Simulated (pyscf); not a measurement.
H₃C–CH₂–CH₂–GaH–CH₃ (SMILES CC[CH2][GaH][CH3]), singlet

Gas-phase minimum from PySCF at ωB97X-D3(BJ)/def2-SVP, one conformer. H₃C–CH₂–CH₂–GaH–CH₃ lies 6.7 kcal/mol over its isomer H₃C–CH₂–Ga(CH₃)–CH₃ (electronic energy, ωB97M-D3(BJ)). 

```xyz
16

C     -1.4223    -0.4826    -2.3166
C      0.0828    -0.2184    -2.3481
C      0.6582     0.0428    -0.9510
Ga    -0.0988     1.6419    -0.0711
C     -0.2356     1.8159     1.8867
H     -1.8292    -0.6804    -3.3211
H     -1.6586    -1.3524    -1.6806
H     -1.9706     0.3865    -1.9087
H      0.5903    -1.0777    -2.8228
H      0.2829     0.6504    -3.0000
H      1.7534     0.1930    -1.0051
H      0.5149    -0.8393    -0.3010
H     -0.5952     2.8340    -0.9825
H     -1.2975     1.7639     2.1851
H      0.1391     2.7947     2.2280
H      0.3053     1.0223     2.4248
```
Charge 0, spin multiplicity 1.

Bonded distances (Å): C1–C2 1.529, C1–H6 1.102, C1–H7 1.103, C1–H8 1.106, C2–C3 1.533, C2–H9 1.105, C2–H10 1.104, C3–Ga4 1.976, C3–H11 1.107, C3–H12 1.105, Ga4–C5 1.970, Ga4–H13 1.581, C5–H14 1.104, C5–H15 1.102 (the first ones only). Bond angles (°): C2–C1–H6 112.1, C2–C1–H7 111.0, C2–C1–H8 111.1, H6–C1–H7 107.8, H6–C1–H8 107.1, H7–C1–H8 107.5, C1–C2–C3 112.3, C1–C2–H9 109.1, C1–C2–H10 109.1, C3–C2–H9 110.6, C3–C2–H10 109.6, H9–C2–H10 106.0, C2–C3–Ga4 113.6, C2–C3–H11 110.5 (the first ones only).

Properties at ωB97X-D3(BJ)/def2-SVP:

* **Harmonic wavenumbers, unscaled**: 27, 43, 107, 114, 201, 284, 386, 396, 531, 577, 606, 641, 724, 783, 809, 905, 1001, 1026, 1104, 1212, 1229, 1239, 1310, 1368, 1418, 1432, 1438, 1444, 1475, 1483, 1490, 1948, 3042, 3046, 3057, 3058, 3095, 3107, 3128, 3148, 3152, 3173 cm⁻¹
* **Zero-point energy**: 85.4 kcal/mol
* **Rotational symmetry number**: 1
* **Entropy of this conformer at 298 K and 1 atm, rigid rotor and harmonic oscillator, modes under 100 cm⁻¹ raised to 100**: 377.1 J/(mol K)
* **Dipole moment**: 0.65 D

Single-point totals, which compare only within one level:

```csv
level,total energy (hartree)
ωB97X-D3(BJ)/def2-TZVP,-2084.01836
PBE/def2-TZVP,-2083.41929
r²SCAN/def2-TZVP,-2083.83326
B3LYP-D3(BJ)/def2-TZVP,-2084.03143
PBE0-D3(BJ)/def2-TZVP,-2083.50383
M06-2X/def2-TZVP,-2083.85401
ωB97M-D3(BJ)/def2-TZVP,-2084.01642
```

The lowest mode is so soft that the shape along it may change with the basis. Soft torsions are taken as harmonic, which can shift the entropy by several J/(mol K). Elements up to Kr have no core potential and no relativistic terms here.
